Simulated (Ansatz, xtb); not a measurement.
## Ligand exchange: BrF + C3H8O → HOF + C3H7Br

Species: BrF (bromine fluoride), singlet; C3H8O (1-propanol) `CCCO`, singlet; HOF (hypofluorous acid) `OF`, singlet; C3H7Br (1-bromopropane) `CCCBr`, singlet. The partners trade Br for OH: F–Br and C–OH bonds give way to F–OH and C–Br.

Shapes, held fixed at every level: PBE0-D4/def2-TZVP. Flexible molecules stand in one conformer, not always the lowest. Programs: Ansatz 0.2.0, xtb 6.7.1. Electronic energies: no zero-point or thermal term.

| level | kind | ΔE (kJ/mol) | less CCSD(T)/def2-TZVPP | CPU time (sum over the molecules) |
| --- | --- | --- | --- | --- |
| GFN1-xTB | semi-empirical | +198.3 | +64.4 | 0.26 s |
| HF/def2-TZVPP | Hartree–Fock | +159.7 | +25.8 | – |
| r2SCAN-D4/def2-TZVPP | meta-GGA | +132.5 | -1.4 | 30 s |
| B3LYP/6-31G* (Cartesian functions) | global hybrid | +127.7 | -6.2 | 16 s |
| B3LYP-D4/def2-TZVPP | global hybrid | +141.0 | +7.1 | 27 s |
| PBE0-D4/def2-TZVPP | global hybrid | +136.0 | +2.1 | 17 s |
| B2PLYP/def2-TZVPP | double hybrid | +143.7 | +9.8 | 36 s |
| MP2/def2-TZVPP | perturbation theory | +138.7 | +4.8 | – |
| CCSD(T)/def2-TZVPP | coupled cluster or CI | +133.9 | 0.0 | 14 min |

The highest level, CCSD(T)/def2-TZVPP, gives ΔE = +133.9 kJ/mol; the levels span +127.7 to +198.3. GFN1-xTB strays far from the other rows. The column of differences is taken from that level and isn't an error. No measured value is set beside it here. Relativity is left out for Br. Outer-core shells of Br are correlated in most correlated rows, in sets that cover them unevenly. Times are processor times on shared x86 and Arm servers, and rough.
